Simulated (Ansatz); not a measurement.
Mulliken charges of C3H4F2Ge, SMILES `FC1=C[C]1(F)[GeH3]` from r2SCAN/def2-TZVPP in Ansatz (PBE0-D4/def2-TZVP geometry).

```csv
atom,x (Å),y (Å),z (Å),charge (e)
F1,-2.525,-0.991,0.260,-0.154
C2,-1.538,-0.325,-0.268,0.250
C3,-0.949,0.109,-1.328,-0.166
C4,-0.354,0.444,0.014,0.075
F5,-0.552,1.757,0.463,-0.241
Ge6,1.380,-0.193,0.692,0.104
H7,-0.836,0.230,-2.391,0.156
H8,1.561,-1.644,0.219,-0.014
H9,1.400,-0.129,2.225,-0.004
H10,2.495,0.690,0.117,-0.006
```

Problem. By hand: the dipole of these point charges (1 e Å = 4.8032 D).

Solution. Σ q r = (0.239, -0.302, -0.311) e Å, of length 0.495 e Å = 2.38 D.

Problem. How does the dipole of the full density compare? (An estimate is asked.)

Solution. Computed: (0.091, -0.233, -0.301) e Å, 1.88 D; the point charges give 1.27 times that, at 17° from its direction.

Point charges leave out the atoms' own dipoles, such as those of lone pairs, and Mulliken's split depends on the basis, so the two needn't agree.
